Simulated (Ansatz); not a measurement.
Basis sets compared for cyclo-(H2SnCH2)4 (C₄H₁₆Sn₄). The state is a singlet with charge 0. Geometry PBE-D4/def2-SVP. Ansatz on 4 threads of Intel Xeon 6975P-C on a shared host; times are rough, and most runs start from earlier orbitals.

| atom | x (Å) | y (Å) | z (Å) |
| --- | --- | --- | --- |
| Sn1 | 0.865 | -1.613 | -1.796 |
| H2 | 0.263 | -2.947 | -2.728 |
| H3 | 2.523 | -1.320 | -2.226 |
| C4 | -0.306 | 0.167 | -2.230 |
| Sn5 | 0.531 | 2.027 | -1.478 |
| H6 | 1.794 | 2.547 | -2.548 |
| H7 | -0.704 | 3.248 | -1.419 |
| C8 | 1.341 | 1.740 | 0.520 |
| Sn9 | -0.141 | 1.481 | 2.089 |
| H10 | 0.597 | 0.750 | 3.482 |
| H11 | -0.771 | 3.037 | 2.529 |
| C12 | -1.763 | 0.207 | 1.396 |
| Sn13 | -1.255 | -1.896 | 1.184 |
| H14 | -1.288 | -2.642 | 2.751 |
| H15 | -2.414 | -2.682 | 0.155 |
| C16 | 0.727 | -2.112 | 0.316 |
| H17 | -1.323 | 0.029 | -1.810 |
| H18 | -0.407 | 0.258 | -3.331 |
| H19 | 2.011 | 0.856 | 0.503 |
| H20 | 1.959 | 2.625 | 0.776 |
| H21 | -2.600 | 0.286 | 2.118 |
| H22 | -2.121 | 0.595 | 0.420 |
| H23 | 1.432 | -1.475 | 0.887 |
| H24 | 1.049 | -3.166 | 0.440 |

In the def2 sets Sn takes a core potential; there is no spin–orbit coupling.

Binding counts from free atoms (Sn triplet, H doublet, C triplet) in the same basis, without a counterpoise term.

```csv
level,functions,energy (Eh),HOMO (eV),LUMO (eV),binding per atom (eV),wall time
PBE-D4/def2-SVP,240,-1018.7924,-6.60,-0.71,3.21,2.9 s
PBE0-D4/def2-SVP,240,-1018.8773,-7.73,0.01,3.19,5.5 s
```

Task: Estimate the rows for PBE-D4/def2-TZVP, PBE0-D4/def2-TZVP.

Result: 
| level | functions | energy (Eh) | HOMO (eV) | LUMO (eV) | binding per atom (eV) | wall time |
| --- | --- | --- | --- | --- | --- | --- |
| PBE-D4/def2-TZVP | 420 | -1019.0127 | -6.67 | -1.06 | 3.22 | 5.5 s |
| PBE0-D4/def2-TZVP | 420 | -1019.0887 | -7.76 | -0.37 | 3.19 | 15 s |
